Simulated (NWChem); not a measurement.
System: CH3BBr2; SMILES CB(Br)Br

Computed with NWChem. Pople sets run with spherical d functions. All runs use the structure optimised with PBE-D3(BJ)/def2-SVP. B3LYP is NWChem's, with the RPA form of VWN correlation. Field at 589 nm.

**Question.** What does the run give for B3LYP/6-31G*? Quantities: isotropic polarisability (bohr³); anisotropy (bohr³).

**Answer.** 
| Quantity | Result |
|---|---|
| isotropic polarisability (bohr³) | 56.7 |
| anisotropy (bohr³) | 36.3 |
